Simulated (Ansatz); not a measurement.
Start from `[SH][Ti]([Cl])([Cl])[Cl]` and change one element to get `[SH][Zr]([Cl])([Cl])[Cl]`.

Ansatz, PBE0-D4/def2-TZVP geometries, multiplicity 1. Each molecule was computed in one conformer, which needn't be the lowest.

Elements past krypton have def2 core potentials. Scalar relativity is left out up to krypton.

```csv
property,`[SH][Ti]([Cl])([Cl])[Cl]`
size of the dipole moment (PBE/def2-TZVPP) / D,0.81
HOMO–LUMO gap (PBE0/def2-TZVPP) / eV,4.70
HOMO energy (ωB97M-V/def2-TZVPP) / eV,-10.43
HOMO energy (PBE/def2-TZVPP) / eV,-7.11
HOMO–LUMO gap (B3LYP/def2-TZVPP) / eV,4.23
"ideal-gas entropy at 298 K and 1 bar (rigid rotor, harmonic PBE0-D4/def2-TZVP) / J/(mol·K)",390
```

Q: What does the change do to each property? (Best estimate.)

A: The calculation gave: 
| property | `[SH][Zr]([Cl])([Cl])[Cl]` | shift |
| --- | --- | --- |
| size of the dipole moment (PBE/def2-TZVPP) / D | 0.63 | -0.18 |
| HOMO–LUMO gap (PBE0/def2-TZVPP) / eV | 5.55 | 0.85 |
| HOMO energy (ωB97M-V/def2-TZVPP) / eV | -10.41 | 0.02 |
| HOMO energy (PBE/def2-TZVPP) / eV | -7.07 | 0.04 |
| HOMO–LUMO gap (B3LYP/def2-TZVPP) / eV | 5.11 | 0.88 |
| ideal-gas entropy at 298 K and 1 bar (rigid rotor, harmonic PBE0-D4/def2-TZVP) / J/(mol·K) | 409 | 19 |

Dipoles are sizes alone; their direction can turn.

B3LYP here is the variant with VWN-RPA as its local correlation; programs differ in this.
